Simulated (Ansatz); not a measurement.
A nudged elastic band was laid between two geometries of CH₃AlOS (7 atoms, charge 0, multiplicity 1).

Method: RKS B3LYP/def2-SVP (Ansatz).

```
movable images  : 3
climbing image  : yes
spring          : 5.0 eV/Å²
optimiser       : quadratic models (default)
start path      : through a guess of the saddle point
force threshold : 0.05 eV/Å
iteration limit : 60
end points      : relaxed
```

Initial state:

```xyz
7
Properties=species:S:1:pos:R:3
C -0.460 0.859 -0.034
O 0.320 0.262 0.968
Al 0.690 -1.207 0.105
S -0.504 -0.360 -1.504
H -0.023 1.805 -0.395
H -1.500 1.030 0.293
H 1.539 -2.457 0.521
```

Final state:

```xyz
7
Properties=species:S:1:pos:R:3
C -0.286 0.553 0.001
O 0.483 -0.511 0.599
Al 0.546 -1.963 -0.996
S -0.734 -0.088 -1.641
H 0.329 1.465 -0.070
H -1.177 0.762 0.616
H 0.900 -0.285 1.445
```

**Question.** Which bonds break or form, and what moves?

**Answer.** Bonds broken: Al3–H7. Bonds formed: O2–H7.

**Question.** What energy profile does the band end with?

**Answer.** It converged. The highest image is number 2 of 0 to 4, 287.7 kJ/mol above the first end and 175.6 kJ/mol above the last; the last end lies 112.1 kJ/mol above the first. Neighbouring images differ by up to 2.3 eV, so the band resolves the path poorly. Another band between the same ends (5 images) ends at a top of the same energy, where a vibrational analysis finds 1 clearly imaginary mode. So few images can step over the top or miss a turn of the path. The orbitals stay closed-shell, which can raise the energy where a bond breaks towards radicals; this wasn't checked here.

```json
{"image": "0", "path coordinate (Å)": "0.00", "energy (kJ/mol)": "0.0", "Al3–H7 (Å)": "1.57", "O2–H7 (Å)": "3.01"}
{"image": "1", "path coordinate (Å)": "1.09", "energy (kJ/mol)": "69.4", "Al3–H7 (Å)": "1.53", "O2–H7 (Å)": "2.51"}
{"image": "2", "path coordinate (Å)": "2.18", "energy (kJ/mol)": "287.7", "Al3–H7 (Å)": "1.69", "O2–H7 (Å)": "1.46"}
{"image": "3", "path coordinate (Å)": "3.03", "energy (kJ/mol)": "121.7", "Al3–H7 (Å)": "2.54", "O2–H7 (Å)": "0.97"}
{"image": "4", "path coordinate (Å)": "3.87", "energy (kJ/mol)": "112.1", "Al3–H7 (Å)": "2.98", "O2–H7 (Å)": "0.97"}
```

**Question.** What is the geometry of the highest image?

**Answer.** 
```xyz
7
Properties=species:S:1:pos:R:3:forces:R:3
C -0.345 0.637 -0.009 0.01 -0.01 0.00
O 0.167 -0.267 0.945 -0.01 0.01 -0.01
Al 0.338 -1.765 -0.208 0.00 0.00 0.00
S -0.624 -0.314 -1.612 0.00 0.01 0.01
H 0.349 1.468 -0.214 0.00 0.00 0.00
H -1.292 1.056 0.369 -0.01 0.00 0.00
H 1.469 -0.883 0.684 0.00 0.00 0.00
```

The run took 3 min on 1 thread of Arm Neoverse N1, on a shared host, peak memory 0.16 GiB.
